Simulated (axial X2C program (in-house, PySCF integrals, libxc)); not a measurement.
## Worked dissociation energy of NaSn⁺: MP2, scalar-relativistic

Computed with an axial X2C code built on PySCF integrals. Spin-free means the one-electron spin-free X2C Hamiltonian. Basis: Sn dyall-cv3z [11s12p9d4f1g], Na dyall-cv3z [9s8p5d2f] (cores contracted in-house); Gaussian nuclei, density fitting, unrestricted open shells. Masses: Sn 119.902 u, Na 22.990 u.

Molecular state: M_S = 1, Λ = 1 (beyond evenly filled blocks: σα, π+α).

Correlated methods: 4 electrons correlated (number of frozen shells: Sn 4 s, 3 p, 2 d; Na 2 s, 1 p), 282 virtual spin orbitals or spinors in MP2.

```
E(Sn) (2M_S = 2, M_L = 0)  : -6173.877128 hartree
E(Na+) (2M_S = 0, M_L = 0) : -161.885879 hartree
E(NaSn⁺) at Re             : -6335.782934 hartree
ωe                         : 111.0 cm⁻¹
ωexe                       : 0.674 cm⁻¹
```

Task: Work out De and D0.

Result: De = -6173.877128 + (-161.885879) − (-6335.782934) = 0.01993 hartree = 0.542 eV. The zero-point energy is ωe/2 − ωexe/4 = 55 cm⁻¹ = 0.007 eV, so D0 = 0.535 eV.

The state is one determinant whose occupation by symmetry is held fixed; it was picked as the lowest of a PBE0 search that is not exhaustive. De is counted from the lowest determinant-based energies of the atoms at the same level, without counterpoise correction. PBE0 can misorder states that lie within some tenths of an eV, so this need not be the ground state of the molecule. The nearest other spin-free determinant of the search, M_S = 0, Λ = 1, lies 0.27 eV up at the distance of the search. The atomic limit has a lower orbital projection than the molecule and lies lower at mean-field level, so De may be about a tenth of an eV too small. With the outer-core shells frozen, correlated bond lengths of heavy atoms tend to come out a few hundredths of an ångström too long. Spin-free De lacks the spin–orbit lowering of the heavy p-block atom, a tenth of an eV or more for 4p and 5p, up to an eV for 6p and one to two eV for 7p atoms, less what an open-shell molecule gains itself. With spin–orbit coupling the lowest determinant has another configuration, so this spin-free state is a model.

Each atomic determinant is the lowest at this level and need not be a pure term. Totals compare only within one Hamiltonian and basis.
